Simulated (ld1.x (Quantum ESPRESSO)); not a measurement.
Transferability test, TM potential for Rh

| Quantity | Value |
| --- | --- |
| Element | rhodium |
| Generator | ld1.x (Quantum ESPRESSO) 7.5 |
| Type | norm-conserving Troullier–Martins (Kleinman–Bylander form) |
| Functional | PBE |
| Relativity | fully relativistic |
| Frozen core | [Kr] |
| Valence charge | 9 |
| Reference configuration | 4d8 5s0.5 5p0.5 |
| Partial waves | 5p (bound): rc 2.65 bohr; 4d (bound): rc 1.45 bohr; 5s (bound): rc 1.90 bohr |
| Local potential | the s channel |
| Core correction | Bessel-smoothed model core inside 0.80 bohr |

Open shells are filled in proportion to 2j + 1 (rel_dist='average').

Energies are relative to the spin-unpolarised reference configuration 4d8 5s0.5 5p0.5; without spin polarisation the order of configurations can differ from experiment. The frozen-core shift is the all-electron ΔE with the core orbitals held at their reference shape minus the fully relaxed ΔE.

```tsv
valence configuration	charge	ΔE all-electron (eV)	error AE − PS (meV)	frozen-core shift (meV)
4d8 5s1 5p0	0	-1.758	-0.2	+0.2
4d8 5s0 5p0	+1	5.704	-5.1	+1.1
4d7 5s0 5p0	+2	25.214	-114	+59
4d8.5 5s0.5 5p0	0	-2.390	-18	+6.2
4d7 5s2 5p0	0	0.721	-90	+47
```

Q: What are ΔE and the potential's error for 4d7 5s1 5p0?

A: ΔE = 9.369 eV all-electron; the error (AE − PS) is -71 meV.

Q: What are ΔE and the potential's error for 4d5 5s0 5p0?

A: ΔE = 104.657 eV all-electron; the error (AE − PS) is -1812 meV.

Levels in the configuration 4d8 5s0 5p0:

```
   level  all-electron (eV)  pseudo (eV)
4d j=3/2            -13.826      -13.805
4d j=5/2            -13.424      -13.405
```
